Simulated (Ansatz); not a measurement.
C₂H₅BOS₂, relaxed with RKS PBE-D4/def2-SVP in Ansatz 0.2.0 from a rough embedded geometry. The force threshold is 0.03 eV/Å; the program also tests the step.

Total charge 0; spin multiplicity 1. The bonds changed during the relaxation, so this is another structure than the one it started from.

Start:

```xyz
11

B     0.786   -2.346   -0.764
C     0.914   -0.962   -0.022
O     1.742   -0.187   -0.395
S    -0.050   -0.529    1.349
S    -1.596    0.374    0.159
C    -0.899    2.062    0.398
H    -0.082   -3.070   -0.418
H     1.431   -2.571   -1.721
H    -0.869    2.340    1.513
H    -1.512    2.796   -0.118
H     0.136    2.094    0.019
```

Question: How much energy does the relaxation release, and in how many steps? (Estimate.)

Answer: Ansatz gave: 2.12 eV, in 24 steps, 1 of them rejected.

Question: Which bonds change most? (Estimate.)

Answer: Computed: B1–S5 from 3.731 to 1.999 Å; C2–S4 from 1.731 to 2.040 Å; S4–S5 from 2.150 to 2.098 Å; B1–H8 from 1.176 to 1.223 Å.

Question: Give the relaxed structure. (An estimate is asked.)

Answer: Computed: 
```xyz
11

B     0.223   -1.170   -0.613
C     1.431   -1.094    0.446
O     2.575   -1.393    0.510
S     0.417   -0.307    2.032
S    -1.073   -0.199    0.558
C    -0.948    1.521   -0.043
H    -0.183   -2.319   -0.725
H     0.372   -0.573   -1.670
H    -1.336    2.197    0.742
H    -1.582    1.587   -0.949
H     0.105    1.752   -0.288
```
